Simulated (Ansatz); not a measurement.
`CCBO[SiH3]` + CH₃SH → `CSBO[SiH3]` + `CC`  (ligand exchange at a B–C bond)

Program: Ansatz. Geometries: PBE0-D4/def2-TZVP. ΔE: electronic, gas phase. CBS: MP2 limit from def2 TZ/QZ plus the TZ coupled-cluster correction, frozen cores. This one scheme is used for every species. Functionals use def2-TZVPP. One conformer a species, not always the lowest.

CCSD(T)/CBS gives -80.9 kJ/mol.

Q: Another level gave -80.8 kJ/mol. Which?
A. r2SCANh-D4/def2-TZVPP
B. HF/def2-TZVPP
C. BHLYP-D4/def2-TZVPP
D. BHLYP/def2-TZVPP

A: C. BHLYP-D4 -80.8, HF/def2-TZVPP -71.1, r2SCANh-D4 -86.1, BHLYP -76.4 kJ/mol.

Largest T1 diagnostic among the species: 0.013.

Leaving LDA and LC-ωPBE aside and taking each functional with its dispersion term where it has one, the values, not all of them listed here, spread over 10.4 kJ/mol, from revPBE-D4 to ωB97M-V. From PBE to PBE0 (25 % exact exchange), in def2-TZVPP and without D4, ΔE moves by +3.0 kJ/mol.
